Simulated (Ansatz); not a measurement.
Reaction (ligand exchange at the Si–O bond): `NB(F)O[SiH3]` + `OP[SiH3]` → `OP([SiH3])[SiH3]` + `NB(O)F`

Gas-phase electronic energies from Ansatz, PBE0-D4/def2-TZVP geometries. CCSD(T)/CBS adds triple-zeta CCSD(T) − MP2 to the extrapolated MP2 energy (def2 sets, frozen cores). Functionals use def2-TZVPP. One conformer a species, not always the lowest.

| species | PBE0 energy (Eh) |
| --- | --- |
| `NB(F)O[SiH3]` | -547.08864 |
| `OP[SiH3]` | -708.79602 |
| `OP([SiH3])[SiH3]` | -999.38267 |
| `NB(O)F` | -256.47813 |

(1) Work out ΔE.

Largest T1 diagnostic among the species: 0.014.

Results:

(1) ΔE = (-999.38267) + (-256.47813) − (-547.08864) − (-708.79602) = 0.02386 Eh = +62.6 kJ/mol. CCSD(T)/CBS gives +74.9 kJ/mol.

In def2-TZVPP, CCSD(T) changes the Hartree–Fock value by −28.0 kJ/mol (the triples alone add −4.9 kJ/mol) and MP2 by −27.1 kJ/mol. The D4 term adds −5.8 kJ/mol with B3LYP and −3.1 kJ/mol with PBE0; it sums over pairs of atoms, weighted by their polarisabilities, and B3LYP, whose exchange is more repulsive, gets the larger term.

B3LYP here is the variant with VWN-RPA as its local correlation; programs differ in this.
